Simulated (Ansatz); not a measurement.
Reaction (redistribution): `[OH][AlH][CH2]S` + `FC[SiH2]CF` → `[OH][AlH][CH2]F` + `FC[SiH2]CS`

Calculated with Ansatz (gas phase, PBE0-D4/def2-TZVP geometries, no zero-point term in ΔE). CBS: MP2 limit from def2 TZ/QZ plus the TZ coupled-cluster correction, frozen cores. Each species was taken in one conformer, which may not be the lowest.

| species | CCSD(T)/CBS(def2) energy (Eh) |
| --- | --- |
| `[OH][AlH][CH2]S` | -756.07847 |
| `FC[SiH2]CF` | -568.35032 |
| `[OH][AlH][CH2]F` | -457.47532 |
| `FC[SiH2]CS` | -866.95183 |

Q: Work out ΔE.

A: ΔE = (-457.47532) + (-866.95183) − (-756.07847) − (-568.35032) = 0.00164 Eh = +0.04 eV.

Largest T1 diagnostic among the species: 0.012.

In def2-TZVPP, CCSD(T) changes the Hartree–Fock value by −0.04 eV (the triples alone add −0.00 eV) and MP2 by −0.04 eV.
